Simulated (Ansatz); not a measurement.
Geometry optimisation, RKS PBE/def2-SVP in Ansatz.

The input (input.yaml):

```yaml
crystal:
  periodic: [false, false, false]
  atoms:
    - { symbol: Sn, position_ang: [-0.4382, -0.1403, -0.7106] }
    - { symbol: Br, position_ang: [1.6416, -1.2324, 1.1958] }
    - { symbol: H, position_ang: [-0.3394, -1.5668, -1.7039] }
    - { symbol: H, position_ang: [-1.9794, -0.0154, -0.0245] }
    - { symbol: H, position_ang: [0.2789, 1.1801, -1.4864] }
    - { symbol: H, position_ang: [0.8401, 0.5412, 1.6064] }
    - { symbol: F, position_ang: [-0.0035, 1.2337, 1.1232] }
basis:
  gaussian: { orbitals: def2-SVP }
hamiltonian:
  xc: pbe
relax:
  f_tol: 0.15
  max_steps: 25
  restrain:
    - { distance: [0, 6], at: 3.26, k: 30.0 }
    - { distance: [5, 1], at: 2.81, k: 30.0 }
    - { distance: [0, 1], at: 2.59, k: 30.0 }
    - { distance: [5, 6], at: 0.88, k: 30.0 }
```

Run as:

```bash
$ ansatz run input.yaml --threads 2 --pin off --max-ram 3072MiB --backend cpu --events-out ev --progress --plain --runs-dir out
```

**Question.** Where does it end, and by what steps?

**Answer.** The forces met the threshold. The restraints hold the end off the free minimum. After 5 steps the energy has fallen by 0.875 eV (the restraints' own energy left out); F7 moved furthest, 0.65 Å. Parted: Sn1–F7. Joined: H6–F7.

```tsv
step	energy less start (eV)	largest force component (eV/Å)	accepted
0	0.0000	2.104	yes
1	-0.3163	2.147	yes
2	-0.2686	3.167	yes
3	-0.5856	2.471	yes
4	-0.8592	0.998	yes
5	-0.8751	0.916	yes
```

```xyz
7
Properties=species:S:1:pos:R:3
Sn -0.307 -0.455 -0.839
Br 1.429 -1.409 0.812
H -0.495 -1.670 -2.048
H -1.743 -0.209 0.074
H 0.387 0.986 -1.469
H 0.653 1.059 1.896
F 0.077 1.699 1.574
```

Run time: 9.4 s on 2 threads of Arm Neoverse V2, on a shared host, peak memory 0.13 GiB.
